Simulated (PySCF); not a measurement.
**Gd(NH2)3(H2O) at several levels of theory**

Computed with PySCF 2.14.0 (density fitting, no spin-orbit coupling) at the geometry relaxed with PBE0:

```xyz
13
Gd(NH2)3(H2O) (singlet in the valence; each metal's 4f electrons, 7 of them, lie in its core potential, out of spins and levels)
Gd    0.1408   -0.1408    0.2774
N     1.2525    1.3991    1.4119
H     2.1057    1.8895    1.1400
H     1.0593    1.7093    2.3651
N    -1.3991   -1.2525    1.4119
H    -1.7093   -1.0593    2.3651
H    -1.8895   -2.1057    1.1400
N     1.1712   -1.1712   -1.4042
H     0.9400   -2.0850   -1.7982
H     2.0850   -0.9400   -1.7982
O    -1.1208    1.1208   -1.4175
H    -1.8014    1.8014   -1.4284
H    -0.9004    0.9004   -2.3307
```

```json
{"level": "PBE0", "basis": "Gd lcecp-1-SVP with ECP53, N def2-SVP, H def2-SVP, O def2-SVP", "state": "singlet", "HOMO (eV)": "-5.55", "gap (eV)": "5.16", "charge on Gd1 (e)": "0.81", "population of f-type functions on Gd1 (polarisation alone where 4f lies in the core)": "0.06", "dipole about the centre of mass (D)": "4.44", "largest force component (eV/Å)": "0.02"}
{"level": "revPBE", "basis": "the same", "state": "singlet", "HOMO (eV)": "-4.16", "gap (eV)": "3.10", "charge on Gd1 (e)": "0.63", "population of f-type functions on Gd1 (polarisation alone where 4f lies in the core)": "0.06", "dipole about the centre of mass (D)": "4.31", "largest force component (eV/Å)": "0.48"}
{"level": "BP86", "basis": "the same", "state": "singlet", "HOMO (eV)": "-4.32", "gap (eV)": "3.29", "charge on Gd1 (e)": "0.59", "population of f-type functions on Gd1 (polarisation alone where 4f lies in the core)": "0.06", "dipole about the centre of mass (D)": "4.36", "largest force component (eV/Å)": "0.53"}
```

In the lcecp rows the 4f levels are missing from HOMO and gap, and the state counts the valence alone.

Charges are Mulliken's, which hang on the basis. The relaxation used the grid (50, 194), these runs (75, 302) or, all-electron (x2c bases, spin-free X2C Hamiltonian), (99, 590).

Task: What does PBE0 with Gd lcecp-1-TZVP with ECP53, N def2-TZVP, H def2-TZVP, O def2-TZVP give here?

Result: state singlet, HOMO (eV) -5.74, gap (eV) 5.10, charge on Gd1 (e) 1.52, population of f-type functions on Gd1 (polarisation alone where 4f lies in the core) 0.07, dipole about the centre of mass (D) 4.45, largest force component (eV/Å) 0.35. Time: 22 s on 2 threads of Arm Neoverse V2 (shared host), from free ions and atoms.

In the first row's basis the gap widens with exact exchange: 3.1 to 3.3 eV for revPBE, BP86 (none); 5.2 eV for PBE0 (a fixed share).

No frequency check is given that shows the relaxed geometry to be a minimum. An lcecp potential fixes the number of 4f electrons, so in runs with it no electron can move into or out of that shell.
